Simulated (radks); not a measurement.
Task: The mean radii <r> (bohr) of the occupied orbitals of an atom or ion are listed with their occupations. Method: scalar-relativistic Kohn-Sham, LDA (Slater exchange, Perdew-Wang correlation), spin-unpolarised, spherical densities, point nucleus; computed with a radial shooting solver on a logarithmic mesh with Libxc functionals.

| orbital | occ. | <r> |
|---|---|---|
| 1s | 2 | 0.06974 |
| 2s | 2 | 0.3258 |
| 2p | 6 | 0.2903 |
| 3s | 2 | 0.9762 |
| 3p | 6 | 1.027 |

Name the element and its charge.

Result: Z = 22, titanium, charge +4: Ti4+ in [Ar]. The 1s radius gives Z: for a bare nucleus <r> = (2 gamma + 1)/(2Z) with gamma = sqrt(1 - (Z/c)^2), 0.06759 bohr for Z = 22, and screening makes it slightly larger (0.06974 here). The occupations add up to 18, and the charge is Z minus that.
